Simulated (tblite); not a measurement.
H8O2SSi4.
Atom-mapped SMILES: `[SiH3:1][O:2][Si@@H:3]1[O:4][SiH2:5][SiH2:6][S:7]1` (hydrogens: H8, H9, H10 on Si1; H11 on Si3; H12, H13 on Si5; H14, H15 on Si6)

A start from a force field or distance geometry was refined with tblite 0.8.0, GFN2-xTB geometry optimisation, gas phase. Values at the start:

```
coordinate    start
    Si1–O2  1.720 Å
    Si1–H8  1.465 Å
    O2–Si3  1.725 Å
    Si3–O4  1.713 Å
    Si3–S7  2.171 Å
   Si3–H11  1.451 Å
    O4–Si5  1.726 Å
   Si5–Si6  2.257 Å
   Si5–H12  1.456 Å
   Si5–H13  1.462 Å
    Si6–S7  2.170 Å
   Si6–H14  1.458 Å
   Si6–H15  1.454 Å
Si1–O2–Si3   107.6°
 O2–Si3–O4   109.8°
 O2–Si3–S7   104.4°
Si3–O4–Si5   107.6°
Si3–S7–Si6    97.9°
 O4–Si3–S7   106.3°
O4–Si5–Si6    97.7°
Si5–Si6–S7    95.6°
```

Q: How do these coordinates change at the GFN2-xTB level?

A: 
```csv
coordinate,GFN2-xTB (Å or °),change
O2–Si3,1.607,-0.118
Si3–O4,1.620,-0.093
Si1–O2,1.629,-0.091
O4–Si5,1.639,-0.087
Si5–Si6,2.314,+0.057
Si3–S7,2.139,-0.032
Si3–H11,1.438,-0.013
Si5–H12,1.464,+0.008
Si6–H14,1.466,+0.008
Si6–H15,1.461,+0.007
Si1–H8,1.464,-0.001
Si6–S7,2.169,-0.001
Si5–H13,1.462,0.000
Si1–O2–Si3,147.5,+39.9
Si3–O4–Si5,132.9,+25.3
O2–Si3–S7,110.1,+5.7
Si5–Si6–S7,100.9,+5.3
Si3–S7–Si6,99.4,+1.5
O4–Si5–Si6,98.5,+0.8
O4–Si3–S7,105.8,-0.5
O2–Si3–O4,109.8,0.0
```

The energy falls by 35.5 kcal/mol over 161 L-BFGS steps, the largest force on an atom goes from 3.32 to 0.009 eV/Å, and the atoms move by 1.498 Å rms after alignment. The bond that changes most is O2–Si3 (siloxane oxygen to oxygen-bound silicon), which shortens by 0.118 Å. Bonds longer at the end by more than 0.005 Å: 4 of 15; shorter: 7. Among the dihedrals that turn most is H10–Si1–O2–Si3, from 10° to -179°. Rotational constants go from 2177, 652.6, 538.7 to 1485, 772.2, 679.3 MHz.

Its GFN2-xTB frequencies are all real (lowest 18 cm⁻¹). The numbers are those of one conformer. 3 starts were optimised and ended at 0.00, 0.13 and 0.14 kcal/mol (GFN2-xTB); the lowest of these is shown.

These are computed values.
